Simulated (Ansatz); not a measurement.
The cluster Cr₃P₃, relaxed as a doublet with UKS PBE0-D4/def2-SVP in Ansatz, starting from the GFN1-xTB geometry. Force threshold 0.02 eV/Å.

The charge 0 doublet is spin-contaminated (final ⟨S²⟩ up to 7.15, 0.75 for a pure state). The structure comes from a short search, and lower isomers may exist.

Start:

```xyz
6

Cr    1.295    0.415    0.169
Cr    0.390   -1.698   -0.099
Cr    0.309   -0.637    1.921
P    -1.267    0.252    0.373
P    -0.435   -0.143   -1.640
P    -0.292    1.811   -0.725
```

| step | energy (eV) | largest force component (eV/Å) | SCF passes |
| --- | --- | --- | --- |
| 1 | -113080.9487 | 2.430 | 189 |
| 2 | -113081.5223 | 1.519 | 107 |
| 3 | -113081.9421 | 0.274 | 111 |
| 4 | -113082.0524 | 0.394 | 110 |
| 5 | -113082.1740 | 0.345 | 103 |
| 6 | -113082.2926 | 0.403 | 81 |
| 7 | -113082.4705 | 1.159 | 138 |
| 8 | -113082.5896 | 1.356 | 71 |
| 9 | -113082.7447 | 0.484 | 64 |
| 10 | -113082.8459 | 0.211 | 67 |
| 11 | -113082.8747 | 0.411 | 64 |
| 12 | -113082.8851 | 0.195 | 59 |
| 13 | -113082.8865 | 0.156 | 65 |
| 14 | -113082.8969 | 0.043 | 59 |
| 15 | -113082.8973 | 0.014 | 64 |

Force components are those of the run's own axes.

End:

Cartesian coordinates in Å:
```
Cr 2.046 0.334 -0.060
Cr 0.850 -1.991 -0.307
Cr -0.045 -0.173 1.449
P -2.001 0.424 0.328
P -0.604 -0.252 -1.279
P -0.247 1.658 -0.130
```

Bonds lost: Cr1–P4, Cr2–P4 (atoms count from 1). Bonds formed: Cr3–P5, Cr3–P6 (atoms count from 1). The end is the same structure that another start reached.

No frequencies were taken in this run, so the end may be a saddle point.

It took 2.8 min on 4 threads of Arm Neoverse V2 on a shared host, peak host memory 0.94 GiB.
